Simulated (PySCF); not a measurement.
VF4, SMILES [F][V+]([F])([F])[F], charge +1, multiplicity 1.

Geometry optimised at B3LYP-D3(BJ)/def2-SVP. The multiplicity is an assumed one; other spin states were not compared. The isomer is the one that the SMILES or the coordinates give; other isomers of the formula were not compared.

Two levels are set side by side: PBE/def2-TZVP (PySCF) and M06-2X/def2-TZVP (PySCF). Same geometry, gas phase. Differences are taken from unrounded values.

| quantity | PBE |
|---|---|
| orbital gap (eV) | 5.12 |
| highest occupied level (eV) | -18.23 |
| lowest empty level (eV) | -13.11 |
| mean polarisability (bohr³) | 29.9 |

Q: These are the PBE values. What does M06-2X give? (The exact figures need the calculation; the answer reports its results.)

A: 
```json
[
 {"quantity": "orbital gap (eV)", "M06-2X": "11.15", "PBE minus M06-2X": "-6.03"},
 {"quantity": "highest occupied level (eV)", "M06-2X": "-22.53", "PBE minus M06-2X": "4.30"},
 {"quantity": "lowest empty level (eV)", "M06-2X": "-11.37", "PBE minus M06-2X": "-1.73"},
 {"quantity": "mean polarisability (bohr³)", "M06-2X": "28.3", "PBE minus M06-2X": "1.6"}
]
```

PBE's occupied levels lie high since its potential decays too fast outside the molecule; exact exchange lowers them and widens the gap. PBE's more diffuse valence density responds more strongly to a field. Differences between two approximate levels are no errors against the true value.

Rough cost on one machine, each run with all the roots and properties that it gave: M06-2X against PBE about 5 times.
